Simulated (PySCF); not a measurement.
A structure optimised at PBE0-D3(BJ)/def2-SVP, used in a PySCF frequency run:

```xyz
4

Ga     0.0000     0.0000     0.0000
Cl    -2.1206     0.0000     0.0000
Cl     1.0603     1.8365     0.0000
Cl     1.0603    -1.8365     0.0000
```

Q: Write its SMILES, formula and point group.

A: [Cl][Ga]([Cl])[Cl], Cl₃Ga, D3h

Q: What are its rotational constants (standard atomic weights)?

A: 2.1135, 2.1135, 1.0567 GHz
